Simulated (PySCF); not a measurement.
Bonds (- single, = double, # triple, : aromatic): C1=C2, C2-C3, C3-Si4, C2-B5, B5-O6, B5-O7. C1 carries H8, H9; C3 carries H10, H11; Si4 carries H12, H13, H14; O6 carries H15; O7 carries H16. H8 is cis to C3; H9 is trans to C3.

- geometry from PBE0-D3(BJ)/def2-SVP
- PBE0/pcSseg-1 with gauge-including orbitals
- code: PySCF
- a single conformation, no solvent, no relativistic terms, equivalent nuclei averaged

Shifts are taken against calculated references (same method and geometry level): $^{13}$C (184.41 ppm), $^{1}$H (31.27 ppm), $^{29}$Si (351.99 ppm) against TMS; $^{11}$B (100.73 ppm) against BF3·OEt2; $^{17}$O (334.56 ppm) against H2O.

```tsv
atoms	nucleus	count	Hirshfeld charge	δ (ppm)
Si4	$^{29}$Si	1	0.30	-58.0
C3	$^{13}$C	1	-0.15	?
H9	$^{1}$H	1	0.04	5.36
B5	$^{11}$B	1	0.24	26.6
H12/H13/H14	$^{1}$H	3	-0.08	3.99
H8	$^{1}$H	1	0.04	?
H10/H11	$^{1}$H	2	0.04	1.84
C2	$^{13}$C	1	-0.07	154.0
H15/H16	$^{1}$H	2	0.18	4.03
O6/O7	$^{17}$O	2	-0.25	?
C1	$^{13}$C	1	-0.10	129.4
```

Question: Complete the table.

Answer: 
- C3: 18.8 ppm, allylic sp3 CH2 bonded to Si
- H8: 5.71 ppm, hydrogen on a terminal =CH2 carbon; olefinic region
- O6/O7: 114.2 ppm, oxygen bonded to B, H

OH and NH positions are those of a molecule without intermolecular hydrogen bonds; in solution they move with solvent, concentration and temperature, and exchange usually removes their couplings. A carbon bonded to boron is broadened by the quadrupolar boron nucleus and is often missing from a measured spectrum. Shifts are as computed. Against solution values, carbons near 30 ppm lie about +2 ppm off and those near 130 ppm about +5 ppm. Of 1211 compounds with measured shifts, 218 miss one by over three times the rms of a fit or turn the order of signals round; such compounds aren't used in these exercises. Experimental scales use liquid or dissolved standards, which lie at an offset from isolated H2O (liquid H2O: subtract about 36 ppm).
